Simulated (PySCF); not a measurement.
## Löwdin shares of the frontier orbitals

3-methylhexane, C7H16.
Geometry (PBE0-D3(BJ)/def2-SVP, Å), atoms numbered from 1 in this order:
```
atom  x, y, z in Å
C1     3.309    0.153    0.165
C2     1.944   -0.516    0.124
C3     0.797    0.479    0.002
C4    -0.608   -0.126    0.040
C5    -0.860   -1.056   -1.143
C6    -1.661    0.983    0.126
C7    -3.081    0.506    0.391
H8     3.495    0.735   -0.751
H9     4.121   -0.584    0.261
H10    3.389    0.848    1.016
H11    1.799   -1.122    1.036
H12    1.915   -1.229   -0.716
H13    0.913    1.058   -0.934
H14    0.883    1.217    0.820
H15   -0.686   -0.727    0.967
H16   -1.865   -1.501   -1.107
H17   -0.141   -1.888   -1.170
H18   -0.772   -0.506   -2.095
H19   -1.634    1.572   -0.809
H20   -1.362    1.682    0.926
H21   -3.770    1.356    0.511
H22   -3.471   -0.115   -0.430
H23   -3.133   -0.096    1.313
```

Computed, not measured: TDDFT PBE0/def2-SVPD, vertical, gas phase, core orbitals frozen in the response (PySCF 2.14.0, density-fitted response routines).

Frontier orbitals with the atoms that hold most of them (Löwdin shares over 4%, at most four atoms; ? is withheld):

```tsv
orbital	ε (eV)	atoms
LUMO+2	1.33	H19 11%, H13 11%, H15 10%, H11 10%
LUMO+1	1.13	C1 20%, C7 13%, H9 8%, H8 7%
LUMO	0.79	?
HOMO	?	C4 17%, C6 16%, C3 13%, C2 12%
HOMO-1	-8.79	?
HOMO-2	-8.84	C4 15%, C3 14%, C5 14%, C2 8%
HOMO-3	-9.08	C2 15%, C6 14%, C7 8%, C1 8%
```

Which atoms hold the LUMO, and with what shares?

C7 (bonded to C and 3 H) 10%; C5 (bonded to C and 3 H) 9%; C1 (bonded to C and 3 H) 8%; C2 (bonded to 2 C and 2 H) 7%.

Give the leading atoms of the HOMO-1.

C4 (bonded to 3 C and H) 22%; C3 (bonded to 2 C and 2 H) 17%; H15 (bonded to C) 10%; C5 (bonded to C and 3 H) 8%. By element: carbon 48% or more, hydrogen 10% or more.

What is the HOMO energy, and the HOMO–LUMO gap?

ε(HOMO) = -8.59 eV; the gap is 9.39 eV (0.3450 hartree).

The HOMO–LUMO gap is 9.39 eV. Where does the response calculation put the lowest singlet, and from which orbitals?

S1 is at 8.30 eV (f = 0.0022), 1.08 eV below the gap, made of HOMO→LUMO (96%). Without the coupling terms of the response equations the lowest excitation would equal the gap.

One configuration dominates each of S1, S2, S3 and S5. Which, and how do the shares of the two leading atoms of either orbital change from the occupied to the empty one?

- S1 (8.30 eV, f 0.0022), HOMO→LUMO (96%): C4 17% → at most 8%, C6 16% → at most 8%, C7 at most 12% → 10%, C5 at most 12% → 9%
- S2 (8.52 eV, f 0.016), HOMO-2→LUMO (85%): C4 15% → at most 8%, C3 14% → at most 8%, C7 at most 9% → 10%, C5 14% → 9%
- S3 (8.54 eV, f 0.0011), HOMO-1→LUMO (87%): C4 22% → at most 8%, C3 17% → at most 8%, C7 at most 9% → 10%, C5 8% → 9%
- S5 (8.75 eV, f 0.015), HOMO→LUMO+1 (70%): C4 17% → at most 7%, C6 16% → at most 7%, C1 at most 12% → 20%, C7 at most 12% → 13%

Löwdin shares depend on the basis, the more so with diffuse functions.

One conformer stands for the species.
